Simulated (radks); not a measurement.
Tl I, 81 electrons, occupied as [Hg] 6p1. Calculated with a radial shooting solver on a logarithmic mesh with Libxc functionals: scalar-relativistic Kohn-Sham, LDA (Slater exchange, Perdew-Wang correlation), spin-polarised, spherical densities, finite nucleus; open shells are filled with parallel spins first (spin-orbit coupling, left out, can overturn this in heavy ions); Fermi nuclear charge, rms radius 5.4759 fm; hard spherical wall at 12 bohr.

Unscreened Slater integrals over Kohn-Sham orbitals (cm^-1). They are taken over the spin-up orbitals. Empty in this configuration: 7s.

integral,value
"F0(6p,6p)",53600
"F2(6p,6p)",27817
"F0(6p,6s)",62638
"G1(6p,6s)",34746
"F0(6p,5d)",68533
"F2(6p,5d)",18272
"G1(6p,5d)",7767.7
"G3(6p,5d)",6046.7
"F0(6p,5p)",70117
"F2(6p,5p)",12332
"G0(6p,5p)",1853.5
"G2(6p,5p)",2455.6
"F0(6p,7s)",35298
"G1(6p,7s)",6939.5
"F0(6s,6s)",79907
"F0(6s,5d)",95800
"G2(6s,5d)",21084
"F0(6s,5p)",100300
"G1(6s,5p)",6821.0
"F0(6s,7s)",37199
"G0(6s,7s)",1971.6
"F0(5d,5d)",142710
"F2(5d,5d)",73382
"F4(5d,5d)",48517
"F0(5d,5p)",163040
"F2(5d,5p)",80457
"G1(5d,5p)",97044
"G3(5d,5p)",60075
"F0(5d,7s)",38878
"G2(5d,7s)",1815.5
"F0(5p,5p)",196050
"F2(5p,5p)",105500
"F0(5p,7s)",39413
"G1(5p,7s)",779.63
"F0(7s,7s)",30031

Derived for the open shells (J is the average intra-shell exchange parameter used in DFT+U). 6p: J = F2/5 = 5563 cm^-1.
